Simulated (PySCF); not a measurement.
Computed with PySCF 2.14.0 with B3LYP-D3(BJ)/def2-TZVP. All species are isolated molecules in the gas phase. B3LYP has the VWN-RPA correlation part, as in Gaussian. 

Reference species (SMILES): `[BH2]` (neutral, multiplicity 2).

```yaml
dipole_moment: 0.49 D
```

Changed species: `[BH]N` (radical fragment; the reference has radical fragment).

Problem. What does the change do to the dipole moment?

Solution. the dipole moment rises by 1.80 D, to 2.29 D.
